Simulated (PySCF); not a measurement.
# State search for WF⁺

Unrestricted PBE0; basis W def2-TZVPPD with ECP60, F def2-TZVPPD; scalar-relativistic core potentials; PySCF 2.14. Outer shells of the fragments: W+ 5d4 6s1; F 2s2 2p5.

Followed along the bond (rough minima from three points):

```
2Ms+1        unpaired  ⟨S²⟩ at the start  R at minimum (Å)  Te (eV)
    5  σ ↑, π ↑, δ ↑↑               6.02              1.79     0.00
    5      π ↑↑, δ ↑↑               6.01              1.86     0.82
    5  σ ↑, π ↑↑, δ ↑               6.01              1.84     0.83
    3  σ ↑, π ↓, δ ↑↑               3.01              1.78     1.10
    1  σ ↑, π ↓, δ ↑↓               2.00              1.78     1.66
    3  σ ↑, π ↑↓, δ ↑               3.01              1.84     1.78
```

Solutions found at the starting distance of 2.000 Å, counted from the lowest of them; the search is not exhaustive and high or unbound solutions are not listed, so other states can lie among these:

```json
{"2Ms+1": "5", "unpaired": "σ ↑, π ↑, δ ↑↑", "term": "⁵Π", "E (eV)": "0.00", "⟨S²⟩": "6.02", "⟨Lz²⟩": "1.03", "μ (D)": "-4.21"}
{"2Ms+1": "5", "unpaired": "π ↑↑, δ ↑↑", "term": "⁵Σ⁺", "E (eV)": "0.48", "⟨S²⟩": "6.01", "⟨Lz²⟩": "0.00", "μ (D)": "-4.60"}
{"2Ms+1": "5", "unpaired": "σ ↑, π ↑↑, δ ↑", "term": "⁵Δ", "E (eV)": "0.56", "⟨S²⟩": "6.01", "⟨Lz²⟩": "4.00", "μ (D)": "-4.15"}
{"2Ms+1": "3", "unpaired": "σ ↑, π ↓, δ ↑↑", "term": "mixed", "E (eV)": "1.12", "⟨S²⟩": "3.01", "⟨Lz²⟩": "1.01", "μ (D)": "-4.28"}
{"2Ms+1": "3", "unpaired": "σ ↑, π ↑↓, δ ↑", "term": "mixed", "E (eV)": "1.52", "⟨S²⟩": "3.01", "⟨Lz²⟩": "4.77", "μ (D)": "-4.13"}
{"2Ms+1": "3", "unpaired": "σ ↑, π ↑↓, δ ↑", "term": "mixed", "E (eV)": "1.64", "⟨S²⟩": "3.00", "⟨Lz²⟩": "6.00", "μ (D)": "-4.13"}
{"2Ms+1": "1", "unpaired": "σ ↑, π ↓, δ ↑↓", "term": "mixed", "E (eV)": "1.70", "⟨S²⟩": "2.00", "⟨Lz²⟩": "9.02", "μ (D)": "-4.27"}
{"2Ms+1": "5", "unpaired": "σ ↑↑, δ ↑↑", "term": "⁵Σ⁻", "E (eV)": "1.70", "⟨S²⟩": "6.03", "⟨Lz²⟩": "0.00", "μ (D)": "-1.93"}
{"2Ms+1": "3", "unpaired": "π ↑↓, δ ↑↑", "term": "mixed", "E (eV)": "1.83", "⟨S²⟩": "3.00", "⟨Lz²⟩": "3.32", "μ (D)": "-4.41"}
{"2Ms+1": "1", "unpaired": "σ ↑, π ↓↓, δ ↑", "term": "mixed", "E (eV)": "1.89", "⟨S²⟩": "2.00", "⟨Lz²⟩": "4.00", "μ (D)": "-4.25"}
```

A term symbol is given only where ⟨S²⟩ and ⟨Lz²⟩ are close to those of a pure state; real π, δ and φ orbitals otherwise mix terms. A positive dipole points towards F; it is taken about the centre of mass and depends on that origin.

Q: Compare the gap between the two lowest followed solutions at the starting distance with the gap between their minima.

A: At PBE0 the second solution (quintet, unpaired electrons π ↑↑, δ ↑↑) lies +0.48 eV from the first (quintet, unpaired electrons σ ↑, π ↑, δ ↑↑) at 2.000 Å and +0.82 eV at the minima; the two curves relax by different amounts, since their minima lie near 1.86 and 1.79 Å.

Spin–orbit coupling is left out. The state is the lowest single determinant that the PBE0 search found; with open d or f shells the true ground state can be another one.
